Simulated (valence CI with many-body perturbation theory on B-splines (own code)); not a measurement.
Valence orbitals of Cs XLI

Computed by valence CI with perturbative core correlation (CI+MBPT): five valence electrons over a frozen Dirac-Fock core [Ne], radial functions for each j: 11 s, 11 p, 10 d, 8 f, 5 g, 2 h, with the one-electron correlation potential Σ1, the two-electron term Σ2, the three-electron term Σ3, Breit, model QED; selected CI, second order for the rest, scaled by the run's own slope (own B-spline code, finite nucleus).

No measured spectrum was set against this ion. As an estimate, large intervals hold to a few tenths of a per cent, small ones and those within an open d or f shell to about a per cent. Among the levels kept, up to 3200 cm⁻¹ of a level comes from second order outside the variational space, and about a tenth of that is noise between levels of different J, which matters for small intervals.

These are the spectroscopic orbitals of the CI (the correlating ones are not listed), shaped by the core and the other valence electrons. h is the expectation value of the core's Dirac-Fock operator, without the valence repulsion; Σ1 is computed up to l = 3 at one energy for each symmetry, that of its lowest orbital but kept below the first core excitation, so for empty shells it is not the orbital's own correlation shift; Breit and QED include the response of the core.

```tsv
Orbital	h (hartree)	Σ1 (cm⁻¹)	Breit (cm⁻¹)	QED (cm⁻¹)	⟨r⟩ (bohr)
3s1/2	-128.11	-6545	15746	12222	0.2700
4s1/2	-69.609	-2152	6011	4800	0.5037
5s1/2	-43.632	-976	2854	2323	0.8128
6s1/2	-29.889	-531	1590	1302	1.194
7s1/2	-21.746	-322	977	802	1.648
8s1/2	-16.528	-210	643	529	2.175
3p1/2	-124.31	-8341	26168	-66.0	0.2567
4p1/2	-68.015	-2698	10075	-16.2	0.4954
5p1/2	-42.83	-1231	4868	-6.0	0.8085
6p1/2	-29.43	-672	2731	-2.8	1.194
7p1/2	-21.46	-408	1685	-1.6	1.653
8p1/2	-16.338	-267	1113	-0.9	2.184
3p3/2	-120.82	-7615	15593	1143	0.2652
4p3/2	-66.596	-2527	5959	456	0.5068
5p3/2	-42.119	-1165	3041	225	0.8228
6p3/2	-29.024	-640	1708	128	1.211
7p3/2	-21.206	-390	1055	79.2	1.673
8p3/2	-16.169	-256	697	52.5	2.207
3d3/2	-116.02	-9295	12022	-427	0.2295
4d3/2	-64.74	-2540	4257	-144	0.4785
5d3/2	-41.207	-1125	2020	-67.5	0.7998
6d3/2	-28.508	-608	1124	-37.3	1.194
7d3/2	-20.886	-369	691	-22.8	1.661
3d5/2	-115.22	-8660	5709	23.1	0.2320
4d5/2	-64.395	-2361	2007	34.5	0.4816
5d5/2	-41.03	-1046	971	21.6	0.8037
6d5/2	-28.405	-566	542	13.6	1.198
7d5/2	-20.821	-343	334	8.9	1.666
4f5/2	-63.377	-2106	377	-56.7	0.4238
5f5/2	-40.518	-1028	258	-30.7	0.7503
6f5/2	-28.114	-581	163	-18.2	1.149
7f5/2	-20.639	-360	108	-11.6	1.621
4f7/2	-63.233	-2042	93.0	19.4	0.4253
5f7/2	-40.444	-994	63.3	8.0	0.7521
6f7/2	-28.071	-561	38.7	4.1	1.151
7f7/2	-20.612	-348	25.8	2.4	1.623
5g7/2	-40.305		7.3	-12.2	0.6652
6g7/2	-27.994		7.3	-7.2	1.065
7g7/2	-20.565		5.8	-4.6	1.539
5g9/2	-40.262		1.0	9.1	0.6662
6g9/2	-27.969		1.0	5.1	1.067
7g9/2	-20.549		0.8	3.2	1.540
6h9/2	-27.942				0.9488
6h11/2	-27.926				0.9496
```

Among the shells of the start configuration 3s2 3p3, Σ1 is largest in size for 3p1/2, where it is 0.031 % of h.

Lowest root of each symmetry, sizes in configuration state functions:

| J | Parity | Roots | Reference | Variational | Second order | Change by selected CI (cm⁻¹) | Change by second order (cm⁻¹) |
| --- | --- | --- | --- | --- | --- | --- | --- |
| 1/2 | even | 12 | 84 | 32000 | 628251 | -15030 | -437 |
| 3/2 | even | 18 | 135 | 31998 | 1261691 | -17438 | -739 |
| 5/2 | even | 16 | 147 | 31998 | 1655243 | -13981 | -1151 |
| 7/2 | even | 10 | 118 | 31974 | 1687872 | -17778 | -1534 |
| 9/2 | even | 5 | 80 | 31998 | 1429990 | -18810 | -948 |
| 11/2 | even | 1 | 37 | 31995 | 387996 | -14124 | -586 |
| 1/2 | odd | 21 | 88 | 31997 | 677270 | -16257 | -594 |
| 3/2 | odd | 32 | 145 | 31991 | 1318050 | -14570 | -1109 |
| 5/2 | odd | 30 | 153 | 31995 | 1604871 | -14942 | -1650 |
| 7/2 | odd | 23 | 129 | 31993 | 1806626 | -13283 | -2147 |
| 9/2 | odd | 12 | 83 | 31996 | 1634459 | -14115 | -1315 |
| 11/2 | odd | 4 | 43 | 31990 | 1376426 | -17926 | -1021 |
